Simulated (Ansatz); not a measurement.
Cartesian coordinates in Å:
```
F 1.424 1.425 -0.547
C 0.292 0.711 -0.891
Sn -0.395 -0.454 0.799
Cl 0.471 -2.601 0.478
H 0.535 0.037 -1.716
H -0.480 1.414 -1.214
H -2.089 -0.644 0.821
H 0.243 0.111 2.270
```

Total charge 0; spin multiplicity 1. Sn: def2 effective core potential.

**Question.** List the r2SCAN/def2-TZVPP orbital energies in eV (Ansatz). (Estimate.)

**Answer.** The calculation gave: Occupied: -2752.88, -666.40, -275.56, -254.25, -192.79, -192.65, -192.64, -137.82, -92.71, -92.58, -92.58, -31.87, -27.17, -27.04, -27.03, -26.93, -26.93, -20.59, -18.19, -13.58, -12.91, -12.67, -11.21, -9.27, -9.11, -8.81, -8.15, -7.63, -7.19. Lowest empty: -1.26, -0.63, -0.05, 0.18, 1.96, 2.26, 2.57, 3.15.
